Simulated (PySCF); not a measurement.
## Shapes and spin states of ReS(OH)₂

Method: PBE0/[Re def2-SVP with ECP60, S def2-SVP, O def2-SVP, H def2-SVP], scalar-relativistic core potentials, density fitting, no spin–orbit coupling, PySCF.

Relaxations began from a few typed shapes and spin states; open shells are unrestricted. The search is not exhaustive: other isomers or separated fragments can lie lower, and high-lying points may rest on an excited occupation.

| spin | group | bonds | angles | imaginary modes (cm⁻¹) | ΔE (kJ/mol) | ΔE with ZPE (kJ/mol) |
| --- | --- | --- | --- | --- | --- | --- |
| doublet | Cs | O–H 0.967 Å (×2), Re–O 1.859 Å (×2), Re–S 2.080 Å | H–O–Re 122.5° (×2), O–Re–O 119.6°, O–Re–S 119.6° (×2) | none | 0.0 | 0.0 |
| doublet | C2 | O–H 0.968 Å (×2), Re–O 1.862 Å (×2), Re–S 2.078 Å | H–O–Re 120.7° (×2), O–Re–O 120.6°, O–Re–S 119.7° (×2) | none | 5.6 | 4.3 |
| quartet | Cs | O–H 0.967 Å (×2), Re–O 1.885 Å (×2), Re–S 2.132 Å | H–O–Re 122.5° (×2), O–Re–O 129.4°, O–Re–S 115.3° (×2) | none | 9.8 | 10.4 |
| quartet | C2 | O–H 0.967 Å (×2), Re–O 1.886 Å (×2), Re–S 2.131 Å | H–O–Re 121.8° (×2), O–Re–O 128.6°, O–Re–S 115.7° (×2) | none | 10.9 | 11.2 |
| doublet | Cs | O–H 0.964 Å (×2), Re–O 1.852 Å, Re–O 1.876 Å, Re–S 2.072 Å | H–O–Re 123.2°, H–O–Re 133.7°, O–Re–O 117.8°, O–Re–S 117.2°, O–Re–S 125.0° | 577i, 305i | 35.8 | – |
| quartet | Cs | O–H 0.963 Å (×2), Re–O 1.889 Å, Re–O 1.901 Å, Re–S 2.124 Å | H–O–Re 126.6°, H–O–Re 126.9°, O–Re–O 130.5°, O–Re–S 113.8°, O–Re–S 115.7° | 505i, 449i | 44.3 | – |

The lowest minimum found is the doublet Cs: O–H 0.967 Å (×2), Re–O 1.859 Å (×2), Re–S 2.080 Å; H–O–Re 122.5° (×2), O–Re–O 119.6°, O–Re–S 119.6° (×2).

For the lowest minimum: other spin states or occupations of the open shell can lie lower. No spin–orbit coupling is included, which matters more the heavier the element.
